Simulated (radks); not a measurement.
Results of a calculation; reference values are marked as such.
Question: The bromine ion Br25+, [Ne]. Level of theory: non-relativistic Kohn-Sham, exchange-only B88, spin-polarised, spherical densities, point nucleus (a radial shooting solver on a logarithmic mesh with Libxc functionals). Every spin shell is full or empty, so the densities are truly spherical. Functionals are evaluated on that one density, not self-consistently. Rank these orbital-free kinetic functionals by their error against the exact value of the orbitals, and give that value: Thomas-Fermi, TF + vW, TF + vW/9, TF + vW/5, LC94, APBEK, revAPBEK, Perdew 92, Thakkar, Pearson, LKT, PG1.

Answer: Exact: 2158.47 hartree. From best to worst, with 100 (|E| - |E exact|)/|E exact| (equal figures are ties): TF + vW/9 +0.10, Perdew 92 +0.11, Thakkar +0.41, LC94 +0.74, APBEK +0.81, Pearson -0.86, revAPBEK +1.14, TF + vW/5 +5.17, Thomas-Fermi -6.24, PG1 +24.00, LKT +29.34, TF + vW +50.82.
